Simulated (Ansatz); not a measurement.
Computed with Ansatz on PBE0-D4/def2-TZVP structures; ΔE is electronic, products minus reactants. CBS: MP2 limit from def2 TZ/QZ plus the TZ coupled-cluster correction, frozen cores. This one scheme is used for every species. DFT in def2-TZVPP. B3LYP here is the variant with VWN-RPA as its local correlation; programs differ in this. HSE06 is defined as in plane-wave codes. One conformer a species, not always the lowest.

`F[Si](Cl)(Cl)Cl` + `N#C[SiH2]N[SiH3]` → `N#C[Si](Cl)(Cl)Cl` + `F[SiH2]N[SiH3]`  (redistribution)

| level | ΔE (kJ/mol) | difference from CCSD(T)/CBS |
| --- | --- | --- |
| LDA (SPW92) | 10.1 | 0.5 |
| PBE-D4 | 8.3 | -1.3 |
| revPBE-D4 | 8.0 | -1.6 |
| BLYP-D4 | 7.0 | -2.6 |
| r2SCAN-D4 | 11.6 | 2.0 |
| B97M-V | 10.0 | 0.4 |
| B3LYP-D4 | 9.2 | -0.4 |
| r2SCANh-D4 | 12.1 | 2.5 |
| r2SCAN0-D4 | 12.8 | 3.2 |
| HSE06-D4 | 10.7 | 1.1 |
| BHLYP-D4 | 11.7 | 2.1 |
| CAM-B3LYP-D4 | 11.0 | 1.4 |
| ωB97X-V | 11.9 | 2.3 |
| ωB97M-V | 11.4 | 1.8 |
| B2PLYP | 8.8 | -0.8 |
| revPBE | 9.1 | -0.5 |
| BLYP | 8.4 | -1.2 |
| r2SCAN | 11.8 | 2.2 |
| PBE0 | 11.4 | 1.8 |
| B3LYP | 10.4 | 0.8 |
| r2SCANh | 12.3 | 2.7 |
| r2SCAN0 | 13.1 | 3.5 |
| BHLYP | 12.8 | 3.2 |
| CAM-B3LYP | 11.9 | 2.3 |
| LC-ωPBE | 12.9 | 3.3 |
| RPA@PBE/def2-TZVPP | 7.7 | -1.9 |
| HF/def2-SVP | 11.9 | 2.3 |
| MP2/def2-SVP | 2.1 | -7.5 |
| CCSD/def2-SVP | 5.4 | -4.2 |
| CCSD(T)/def2-SVP | 4.2 | -5.4 |
| HF/def2-TZVPP | 16.5 | 6.9 |
| MP2/def2-TZVPP | 5.5 | -4.1 |
| SCS-MP2/def2-TZVPP | 6.3 | -3.3 |
| CCSD/def2-TZVPP | 10.5 | 0.9 |
| HF/def2-QZVPP | 16.9 | 7.3 |
| MP2/def2-QZVPP | 5.9 | -3.7 |
| SCS-MP2/def2-QZVPP | 6.8 | -2.8 |
| HF/CBS(def2) | 17.0 | 7.4 |
| MP2/CBS(def2) | 6.0 | -3.6 |
| CCSD/CBS(def2) | 11.0 | 1.4 |
| CCSD(T)/CBS | 9.6 | 0 |

(1) What do rigid-rotor, harmonic-oscillator terms from PBE0-D4/def2-TZVP frequencies (298.15 K, 1 bar) make of the CCSD(T)/CBS value? (An estimate is asked.)

Largest T1 diagnostic among the species: 0.012.

Results:

(1) The calculation gave: ΔZPE = +0.5 kJ/mol, ΔH = +10.1 kJ/mol, ΔS = -4 J/(mol·K), ΔG = +11.2 kJ/mol. Modes under 50 cm⁻¹ make the entropy rough.

From BLYP to BHLYP (50 % exact exchange), in def2-TZVPP and without D4, ΔE moves by +4.4 kJ/mol. At CCSD(T), def2-SVP lies −5.4 kJ/mol from the extrapolated value and def2-TZVPP −0.5 kJ/mol. Leaving LDA and LC-ωPBE aside and taking each functional with its dispersion term where it has one, the values spread over 5.8 kJ/mol, from BLYP-D4 to r2SCAN0-D4.
